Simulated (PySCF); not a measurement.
Species: C₅H₃F₄S (doublet state).
Geometry (GFN2-xTB, Å), atoms numbered from 1 in this order:
```
atom  x, y, z in Å
F1    -2.3771   -0.4498   -1.1763
C2    -1.5165   -0.6377   -0.1230
C3    -0.1212   -0.7667   -0.5666
C4     0.8105   -0.0317   -0.0303
C5     2.2835   -0.0488   -0.2656
F6     2.6775    0.9392   -1.0827
F7     2.6833   -1.1962   -0.8242
F8     2.9798    0.0934    0.8700
S9     0.1390    1.2402    1.0585
C10   -1.5653    0.6097    0.7981
H11   -1.8604   -1.5481    0.3863
H12   -2.0056    0.4092    1.7720
H13   -2.1319    1.3878    0.2876
```

The hyperfine couplings belong to this conformer and change with its torsions.

Identity: `F[C@H]1[C]=C(C(F)(F)F)SC1` [radical].

Level of theory: UKS B3LYP, pcH-1 on C F H S, non-relativistic, mean-field spin-orbit, GIAO (PySCF). Isolated species at its GFN2-xTB geometry, gas phase. A GFN2-xTB geometry isn't a minimum of the functional, and hyperfine couplings can be far from their values at a DFT geometry. No stability test was run, so a lower SCF solution isn't excluded.

Problem. Give the principal g shifts and their parts.

Solution. 
| Δg (ppm) | 1 | 2 | 3 |
| --- | --- | --- | --- |
| relativistic mass correction | -170 | -170 | -170 |
| gauge correction | 24 | 0 | 11 |
| orbital Zeeman/spin–orbit | -4236 | -1374 | 36 |
| total | -4383 | -1544 | -122 |

So g = 1.99794, 2.00078, 2.00220 and g_iso = 2.00030; the tensor is rhombic: the two nearest values differ by 33 % of g3 − g1. 

Problem. At 9.372 GHz, how far is the centre of the isotropic spectrum from where a free electron (g = 2.002319) resonates?

Solution. B = hν/(g μB) with μB/h = 13.99624 MHz/mT gives 334.42 mT for the free electron and 334.75 mT at g_iso, 0.34 mT higher.

Problem. Average each term over the three axes. Which is largest in size?

Solution. The orbital-Zeeman/spin–orbit term -1858, the mass correction -170 and the gauge correction 11 ppm, for a total of -2016 ppm. The orbital-Zeeman/spin–orbit term is the largest in size. The mass correction is the same along every axis, so the anisotropy comes from the other two: their spans along these axes are 24 (gauge) and 4273 ppm (orbital Zeeman/spin–orbit).

Problem. In a frozen sample, at which fields do the three g values resonate at 9.5, 34, 94 and 263 GHz (hyperfine left aside), and which band first spreads them over more than twice a line width of 0.5 mT?

Solution. 
| band | GHz | B(g3) mT | B(g2) mT | B(g1) mT | spread mT |
| --- | --- | --- | --- | --- | --- |
| X | 9.5 | 339.00 | 339.25 | 339.73 | 0.72 |
| Q | 34.0 | 1213.28 | 1214.14 | 1215.87 | 2.59 |
| W | 94.0 | 3354.36 | 3356.74 | 3361.51 | 7.15 |
| J | 263.0 | 9385.07 | 9391.74 | 9405.08 | 20.01 |

The spread grows in proportion to the frequency. Q band is the first where it exceeds 1.0 mT.

The Mulliken spin populations are largest on C3 (+0.97), C4 (-0.13) and S9 (+0.11). No atom but C3 exceeds +0.15.

The HOMO–LUMO gaps are 5.41 eV among the α and 2.77 eV among the β orbitals.
